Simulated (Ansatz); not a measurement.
A calculation with Ansatz (development build ahead of 0.2.0).

```yaml
crystal:
  periodic: [false, false, false]
  atoms:
    - { symbol: Ni, position_ang: [0.0, 0.0, 0.0] }
    - { symbol: O, position_ang: [0.0, 0.0, 1.6271] }
basis:
  gaussian: { orbitals: pcseg-2 }
magnetization:
  spin_polarized: true
  initial_magnetization: 2
hamiltonian:
  xc: pbe
```

The input is written out in the form of the current development build from the run's settings.

Output:

* Converged: yes
* Total energy: -1583.26215 hartree
* Spin squared of the determinant: 2.014
* Stability test: minimum
